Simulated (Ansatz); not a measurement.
`[OH][SnH2][F]` + H₂S → `[OH][SnH2][SH]` + H–F at 400 K and 1 bar (ligand exchange at the Sn–F bond).

Program: Ansatz. Geometries: PBE0-D4/def2-TZVP. ΔE: electronic, gas phase. CCSD(T)/CBS is the MP2 limit (def2-TZVPP, def2-QZVPP) plus CCSD(T) − MP2 in def2-TZVPP, frozen cores. This one scheme is used for every species. def2 core potentials past Kr. For Sn outer-core shells are correlated without core-valence functions, which leaves a few kJ/mol of doubt a bond. Each species was taken in one conformer, which may not be the lowest.

| species | CCSD(T)/CBS energy (Eh) | H − E (kJ/mol) | S (J/(mol·K)) |
| --- | --- | --- | --- |
| `[OH][SnH2][F]` | -390.83308 | 99.9 | 332.9 |
| H₂S | -398.97279 | 53.4 | 215.9 |
| `[OH][SnH2][SH]` | -689.41238 | 123.3 | 361.0 |
| H–F | -100.39570 | 36.5 | 182.2 |

H − E and S are ideal-gas, rigid-rotor, harmonic terms from PBE0-D4/def2-TZVP, for one conformer and one mirror image of each species. 1 Eh = 2625.50 kJ/mol, R = 8.31446 J/(mol·K).

Task: By hand: ΔE, ΔH, ΔS and ΔG.

Result: ΔE = (-689.41238) + (-100.39570) − (-390.83308) − (-398.97279) = -0.00221 Eh = -5.8 kJ/mol. Δ(H − E) = 123.3 + 36.5 − 99.9 − 53.4 = 6.5, so ΔH = 0.7 kJ/mol. ΔS = 361.0 + 182.2 − 332.9 − 215.9 = -5.6 J/(mol·K). ΔG = 0.7 − 400 × (-5.6)/1000 = 2.9 kJ/mol.

Task: By hand: the equilibrium constant, and the temperature at which ΔG would vanish if ΔH and ΔS stayed fixed.

Result: log₁₀ K = −ΔG/(RT ln 10) = -0.4. ΔH and −TΔS have one sign here, so there is no such temperature. One of them is within its doubt of zero, so this could turn.

TΔS isn't small against ΔH here. The sign of ΔG lies within the doubt. A doubt of 5 kJ/mol in ΔE shifts log₁₀ K by 0.7 here. Other conformers and mirror images would add mixing entropy, several J/(mol·K) or more a flexible species. These are equilibria of isolated gas molecules and say nothing of rates. Largest T1 diagnostic: 0.014 (customary marks: 0.02 for closed shells, 0.045 for open ones).
